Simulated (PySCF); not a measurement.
C2H5FN2Si, SMILES N[Si@@H]1C=N[C@@H]1F.

Geometry: PBE0-D3(BJ)/def2-SVP. The structure was generated by enumeration; whether it is a known compound was not checked. The values are those of a single conformer.

Computed with PBE0-D3(BJ)/def2-SVP in PySCF 2.14.0.

Frequencies are harmonic and unscaled.

| mode | ν (cm⁻¹) | IR (km/mol) | moving atoms (share of kinetic energy) |
|---|---|---|---|
| 1 | 64 | 18.0 | N 42 %, H 34 %, F 16 % |
| 2 | 100 | 6.3 | N 53 %, H 15 %, F 12 %, Si 11 %, C 10 % |
| 3 | 158 | 66.2 | H 53 %, F 28 %, C 10 %, N 8 % |
| 4 | 284 | 62.6 | H 60 %, C 21 %, Si 9 % |
| 5 | 326 | 36.9 | H 45 %, N 16 %, F 15 %, Si 12 %, C 12 % |
| 6 | 386 | 33.1 | H 31 %, Si 29 %, N 17 %, F 15 %, C 9 % |
| 7 | 498 | 4.9 | N 33 %, C 26 %, F 15 %, Si 15 %, H 11 % |
| 8 | 571 | 8.6 | N 32 %, Si 18 %, C 18 %, H 16 %, F 16 % |
| 9 | 602 | 9.7 | H 57 %, C 32 % |
| 10 | 713 | 26.4 | H 75 % |
| 11 | 763 | 55.0 | H 56 %, C 21 %, Si 20 % |
| 12 | 810 | 44.3 | C 44 %, H 30 %, N 22 % |
| 13 | 885 | 32.1 | H 53 %, N 32 %, Si 13 % |
| 14 | 919 | 14.1 | H 66 %, C 19 %, N 14 % |
| 15 | 942 | 184.4 | H 39 %, Si 33 %, N 21 % |
| 16 | 1021 | 43.7 | C 50 %, N 23 %, H 23 % |
| 17 | 1141 | 134.6 | C 54 %, F 30 %, H 14 % |
| 18 | 1209 | 8.3 | H 68 %, C 28 % |
| 19 | 1289 | 17.4 | H 65 %, C 21 %, N 13 % |
| 20 | 1349 | 27.6 | H 80 %, C 17 % |
| 21 | 1534 | 58.9 | H 89 %, N 11 % |
| 22 | 1647 | 13.6 | C 51 %, N 46 % |
| 23 | 2219 | 153.8 | H 97 % |
| 24 | 3073 | 28.6 | H 92 % |
| 25 | 3144 | 24.0 | H 91 %, C 9 % |
| 26 | 3635 | 56.5 | H 96 % |
| 27 | 3742 | 58.4 | H 91 %, N 9 % |
